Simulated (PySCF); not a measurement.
C2H2F2, triplet, at a GFN2-xTB geometry (a higher spin typed on purpose: for a closed-shell molecule this is an excited state). Base run: PBE/6-31+G* (PySCF).

The PySCF input:
```python
from pyscf import gto, scf, dft, solvent

mol = gto.M(
    atom='''
C     1.412022   -0.247195   -0.034936
C    -0.001071   -0.148056    0.202880
F    -0.856069   -0.707634   -0.678714
F    -0.519529    1.034776    0.594627
H     1.882246    0.267045   -0.862888
H     2.032432   -0.839814    0.612017
''',
    basis='6-31+g*',
    charge=0,
    spin=2,
    verbose=3,
)

mf = dft.UKS(mol)
mf.xc = 'pbe'
mf.kernel()
```

The base run was repeated with changes; each row names its change, and settings that it needs were set with it.

| change | ΔE vs base (kcal/mol) | dipole (D) |
|---|---|---|
| base | 0.000 | 2.06 |
| model = IEF-PCM; solvent = dimethylsulfoxide; vdw_scale = 1.4 | -1.55 | 2.42 |
| model = IEF-PCM; solvent = tetrahydrofuran | -2.06 | 2.47 |
| model = IEF-PCM; solvent = 2-propanol | -2.35 | 2.53 |
| model = IEF-PCM; solvent = dimethylsulfoxide; lebedev_order = 41 | -2.47 | 2.55 |
| model = IEF-PCM; solvent = dimethylsulfoxide; r_probe = 0.5 | -1.13 | 2.34 |
| model = IEF-PCM; solvent = dimethylsulfoxide; lebedev_order = 11 | -2.43 | 2.54 |
| model = IEF-PCM; solvent = dimethylsulfoxide; vdw_scale = 1.1 | -3.26 | 2.64 |
| model = COSMO; solvent = dimethylsulfoxide | -2.46 | 2.55 |
| model = SS(V)PE; solvent = dimethylsulfoxide | -2.43 | 2.54 |
| model = IEF-PCM; solvent = dimethylsulfoxide | -2.47 | 2.55 |
| model = IEF-PCM; solvent = toluene | -1.20 | 2.30 |

The base is the gas phase, so ΔE is the electrostatic part of solvation at a fixed geometry, without cavity and dispersion terms.

Open shells are given as the SCF converged; they aren't shown to be the lowest states, and a large step between rows can be another state.
